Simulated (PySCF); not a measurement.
**C$_{6}$H$_{6}$N$_{2}$Si: full NMR table**

```yaml
Formula: C6H6N2Si
SMILES: C#Cc1cnncc1[SiH3]
InChI: InChI=1S/C6H6N2Si/c1-2-5-3-7-8-4-6(5)9/h1,3-4H,9H3
Point_group_of_the_computed_structure: Cs
Degrees_of_unsaturation: 6
Carbon_signals: 6
Proton_signals: 4
```

Atoms are numbered as in `[CH:1]#[C:2][c:3]1[cH:4][n:5][n:6][cH:7][c:8]1[SiH3:9]`. Hydrogens are named by the atom that carries them.

PySCF 2.14.0 with density-fitted response routines calculation with GFN2-xTB structure and shieldings: GIAO PBE0/pcSseg-1; a single conformation, fast rotation and ring inversion assumed for equivalent nuclei, in vacuum, non-relativistic.

Referencing at the same level of theory: $^{1}$H and $^{13}$C and $^{29}$Si against TMS; $^{15}$N against NH3.

| carbon | δC, type | δH (multiplicity) | HMBC from (2–3 bonds) | span of the C tensor (ppm) |
| --- | --- | --- | --- | --- |
| C1 | 100.6, CH | 3.49 (s) | – | 161 |
| C2 | 85.2, C | – | H(C4), H(C1) | 295 |
| C3 | 131.4, C | – | H(C7), H(C4), H(Si9), H(C1) | 239 |
| C4 | 156.8, CH | 9.60 (s) | – | 241 |
| C7 | 159.2, CH | 9.72 (s) | H(Si9) | 251 |
| C8 | 136.0, C | – | H(C7), H(C4), H(Si9) | 257 |

Other nuclei:
| atoms | nucleus | environment | δ (ppm) | σ (ppm) |
| --- | --- | --- | --- | --- |
| H(Si9) | $^{1}$H | hydrogen on a silicon bonded to C | 4.54 | 27.17 |
| Si9 | $^{29}$Si | silicon bonded to C, 3 H | -74.2 | 423.3 |
| N6 | $^{15}$N | pyridine-type ring nitrogen | 466.5 | -198.8 |
| N5 | $^{15}$N | pyridine-type ring nitrogen | 466.4 | -198.6 |

Carbon types of the structure: 3 × C, 3 × CH, leaving 3 H on heteroatoms. δC 159.2, 156.8: aromatic CH next to a ring nitrogen; the adjacent pyridine-type nitrogen withdraws density from it. δC 136.0, 131.4: substituted aromatic carbon. δC 100.6: terminal alkyne carbon; the triple bond shields along its axis, which puts it between sp3 and sp2 carbons. δC 85.2: alkyne carbon; sp carbons lie upfield of alkene carbons because the cylindrical π system leaves one tensor component strongly shielded. δH 9.72, 9.60: hydrogen on an aromatic CH next to a ring nitrogen; ring current plus the neighbouring ring nitrogen.

Shifts are as computed. Against solution values, carbons near 30 ppm lie about +3 ppm off and those near 130 ppm about +5 ppm. Of 1309 compounds with measured shifts, 239 miss one by over three times the rms of a fit or turn the order of signals round; such compounds aren't used in these exercises. Experimental scales use liquid or dissolved standards, which lie at an offset from isolated NH3 (liquid NH3: subtract about 20 ppm). Unscaled 15N shifts of sp2 nitrogen come out 20 to 40 ppm too high even then. Multiplicities follow the n + 1 count of equivalent neighbours, as no J values were calculated; m marks all less simple cases, F and P coupling included.
